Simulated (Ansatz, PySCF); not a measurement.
Process, species as SMILES: C[SiH](C)F + 3 [H][H] (H2) → 2 C (CH4) + F (HF) + [SiH4] (SiH4)
Each molecule is optimised on its own at B3LYP-D3(BJ)/def2-TZVP (Ansatz, a first-principles code).
Geometry of the first species:
```
Si
F 1 1.6150
H 1 1.4823 2 106.48
C 1 1.8613 3 110.60 2 117.30
H 4 1.0916 1 111.13 3 -58.10
H 4 1.0922 5 108.14 1 122.21
H 4 1.0930 5 107.90 6 116.53
C 1 1.8613 3 110.60 2 -117.30
H 8 1.0916 1 111.13 3 58.10
H 8 1.0922 9 108.14 1 -122.21
H 8 1.0930 9 107.90 10 -116.53
```

Quantity: energy of full hydrogenation (enthalpy at 298 K, with B3LYP-D3(BJ) rigid-rotor harmonic-oscillator terms from PySCF), in kcal/mol. Cores are frozen in the correlated levels unless marked. No spin-orbit coupling. Non-relativistic unless marked X2C. Basis-set limits of correlation are two-point, X^-3; Hartree-Fock from the larger set. The bracket is a focal-point correction in the basis named.

| level | program | energy of full hydrogenation (kcal/mol) | minus last row |
|---|---|---|---|
| HF/cc-pV(T+d)Z | Ansatz | 15.5 | -10.2 |
| HF-D3(BJ)/def2-TZVPD | PySCF + dftd3 | 24.2 | -1.5 |
| PBE-D3(BJ)/def2-TZVPD | Ansatz + dftd3 | 23.8 | -1.9 |
| r2SCAN/def2-TZVPD | Ansatz | 27.1 | 1.4 |
| B3LYP-D4/def2-TZVPD | Ansatz + dftd4 | 24.0 | -1.7 |
| PBE0-D3(BJ)/def2-TZVPD | Ansatz + dftd3 | 22.9 | -2.8 |
| PBE0-D4/def2-TZVPD | Ansatz + dftd4 | 23.0 | -2.7 |
| PBE0/def2-TZVPD | Ansatz | 21.0 | -4.7 |
| CAM-B3LYP/def2-TZVPD | Ansatz | 21.4 | -4.3 |
| wB97X/def2-TZVPD | Ansatz | 22.0 | -3.7 |
| B2GP-PLYP/def2-TZVPD | Ansatz | 24.3 | -1.4 |
| B2PLYP/def2-TZVPD | Ansatz | 23.5 | -2.2 |
| MP2/STO-3G | Ansatz | 19.2 | -6.5 |
| MP2/6-31G | Ansatz | 24.6 | -1.1 |
| RI-MP2/aug-cc-pV(T+d)Z | Ansatz | 27.4 | 1.7 |
| RI-MP2/cc-pV(T+d)Z | Ansatz | 27.2 | 1.5 |
| CCSD/6-31G | Ansatz | 21.8 | -3.9 |
| CCSD/6-31G* | Ansatz | 32.9 | 7.2 |
| CCSD(T)/6-31G | Ansatz | 23.2 | -2.5 |
| X2C-CCSD(T)/cc-pVTZ-DK | Ansatz | 22.1 | -3.6 |
| RI-MP2/CBS(aug-cc-pV(T+d)Z,aug-cc-pV(Q+d)Z)+[CCSD(T)-MP2]/aug-cc-pV(T+d)Z | Ansatz | 25.7 | 0.0 |
